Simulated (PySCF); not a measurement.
Si(Br)(Me)(OH)2 (CH5BrO2Si), SMILES C[Si](O)(Br)O.

Geometry: B3LYP-D3(BJ)/def2-SVP. This is a generated structure with no PubChem entry under its InChIKey; it may be hypothetical. One conformer was computed; it need not be the lowest.

Method: PySCF with B3LYP-D3(BJ)/def2-SVP.

Frequencies are harmonic and unscaled.

```
mode  ν (cm⁻¹)  IR (km/mol)  Raman (Å⁴/amu)  depolarisation  moving atoms (share of kinetic energy)
----  --------  -----------  --------------  --------------  --------------------------------------
1           98         58.2             0.9            0.75                  H 50 %, O 33 %, C 13 %
2          137          2.0             0.2            0.73                                  H 95 %
3          178         36.9             2.3            0.75                   H 54 %, O 27 %, C 9 %
4          191         21.1             1.8            0.64         O 37 %, H 27 %, C 21 %, Br 10 %
5          235         20.1             3.1            0.43          H 39 %, O 31 %, Br 20 %, C 8 %
6          249          9.0             1.5            0.52         O 33 %, H 29 %, Si 19 %, C 13 %
7          278         49.8             2.4            0.59         H 39 %, O 35 %, Si 13 %, Br 8 %
8          348         27.4             3.0            0.54          H 38 %, O 35 %, Si 14 %, C 9 %
9          416        121.0             3.6            0.07        Si 50 %, O 21 %, H 15 %, Br 12 %
10         700         44.8            11.1            0.07         C 41 %, H 24 %, Si 20 %, O 14 %
11         761         84.1             1.1            0.33                  H 72 %, O 17 %, C 10 %
12         778         58.3             0.4            0.06                  H 64 %, O 23 %, C 12 %
13         819        149.4             2.9            0.64                  H 73 %, O 15 %, C 10 %
14         838        300.3             2.4            0.26         H 60 %, O 16 %, Si 13 %, C 11 %
15         915        110.1             1.8            0.59                 Si 37 %, H 32 %, O 28 %
16         969        147.3             1.9            0.58                 Si 47 %, O 39 %, H 13 %
17        1282         31.5             0.8            0.23                          H 77 %, C 23 %
18        1426          4.9            12.7            0.75                                  H 96 %
19        1428          2.1            11.0            0.74                                  H 96 %
20        3041          0.4           133.9            0.01                                  H 97 %
21        3136          2.0            97.7            0.74                           H 91 %, C 9 %
22        3145          1.6            64.1            0.75                           H 91 %, C 9 %
23        3870        103.7           102.9            0.31                                  H 94 %
24        3882        101.9            64.1            0.22                                  H 94 %
```
